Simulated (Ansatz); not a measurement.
Geometry optimisation, RKS PBE-D4/6-31G in Ansatz.

input.yaml

```yaml
crystal:
  periodic: [false, false, false]
  atoms:
    - { symbol: Al, position_ang: [0.1947, 0.6274, 1.6216] }
    - { symbol: C, position_ang: [-0.044, -0.6794, 0.1334] }
    - { symbol: C, position_ang: [-0.0254, -0.0456, -1.2728] }
    - { symbol: Cl, position_ang: [0.1993, -1.3164, -2.4962] }
    - { symbol: Cl, position_ang: [-1.46, 0.9069, -1.5997] }
    - { symbol: H, position_ang: [0.2976, 2.2375, 1.2533] }
    - { symbol: H, position_ang: [0.1647, 0.1967, 3.1372] }
    - { symbol: H, position_ang: [0.8425, -1.372, 0.2423] }
    - { symbol: H, position_ang: [-0.9885, -1.215, 0.3128] }
    - { symbol: H, position_ang: [0.9021, 0.6089, -1.3289] }
basis:
  gaussian: { orbitals: "6-31G" }
hamiltonian:
  xc: pbe
  dispersion: d4
relax:
  f_tol: 0.015
  max_steps: 40
output:
  orbitals: {}
```

Command:

```bash
$ ansatz run input.yaml --threads 1 --pin off --max-ram 2048MiB --backend cpu --events-out ev --progress --plain --runs-dir out
```

Where does it end, and by what steps?

The run converged. Limits of this set-up: no polarisation functions. After 16 steps the energy has fallen by 0.643 eV; H7 moved furthest, 1.45 Å. Joined: Al1–Cl5.

| step | energy less start (eV) | largest force component (eV/Å) | accepted |
| --- | --- | --- | --- |
| 0 | 0.0000 | 2.917 | yes |
| 1 | -0.3208 | 1.593 | yes |
| 2 | -0.4500 | 0.572 | yes |
| 3 | -0.4814 | 0.146 | yes |
| 4 | -0.5016 | 0.098 | yes |
| 5 | -0.5229 | 0.216 | yes |
| 6 | -0.5498 | 0.284 | yes |
| 7 | -0.5876 | 0.246 | yes |
| 8 | -0.6179 | 0.228 | yes |
| 9 | -0.6138 | 0.347 | no |
| 10 | -0.6344 | 0.190 | yes |
| 11 | -0.6388 | 0.106 | yes |
| 12 | -0.6241 | 0.249 | no |
| 13 | -0.6418 | 0.036 | yes |
| 14 | -0.6422 | 0.019 | yes |
| 15 | -0.6425 | 0.021 | yes |
| 16 | -0.6426 | 0.013 | yes |

```xyz
10
Properties=species:S:1:pos:R:3
Al -0.061 0.754 1.434
C 0.365 -0.776 0.142
C 0.046 -0.162 -1.165
Cl -0.556 -1.287 -2.527
Cl -1.435 1.166 -0.820
H 0.952 2.012 1.418
H -1.149 0.483 2.593
H 1.417 -1.109 0.162
H -0.297 -1.625 0.376
H 0.802 0.492 -1.612
```

Whether the end is a true minimum wasn't checked by a vibrational analysis.

Time of the run: 33 s on 1 thread of AMD EPYC 9R45 96-Core Processor (Zen 5) (shared host), peak memory 0.16 GiB.
